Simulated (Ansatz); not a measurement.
Correlation energies of C$_{3}$H$_{6}$ClIn (`C=[CH][In]([CH3])[Cl]`) by basis set

```xyz
11

C     1.649   -0.096   -1.969
C     0.560    0.460   -1.445
In   -0.148   -0.165    0.451
C    -1.715    0.232    1.839
Cl    1.307   -1.857    1.250
H     2.203   -0.875   -1.452
H     2.037    0.205   -2.941
H     0.043    1.236   -2.005
H    -2.275   -0.689    2.005
H    -1.272    0.540    2.787
H    -2.389    1.010    1.481
```

Charge 0, multiplicity 1. Correlated methods include outer-core shells of In, which these sets cover unevenly. In: def2 effective core potential. The geometry is a stationary point of PBE0-D4/def2-TZVP. It is one conformer, not always the lowest. Frozen core, restricted reference, the Gaussian-basis code of Ansatz.

| basis | HF (Eh) | MP2 corr. | CCSD corr. | (T) | CCSD(T) total |
| --- | --- | --- | --- | --- | --- |
| def2-SVP | -765.59371 | -0.62781 | ? | ? | ? |
| def2-TZVPP | ? | -0.97813 | -1.01718 | -0.04175 | ? |
| def2-QZVPP | -765.91024 | ? | – | – | – |

Task: Fill in the withheld values. (Best estimate.)

Result: Ansatz gave: def2-SVP CCSD corr.: -0.68381; def2-SVP (T): -0.02219; def2-SVP CCSD(T) total: -766.29971; def2-TZVPP HF (Eh): -765.89083; def2-TZVPP CCSD(T) total: -766.94976; def2-QZVPP MP2 corr.: -1.21790.
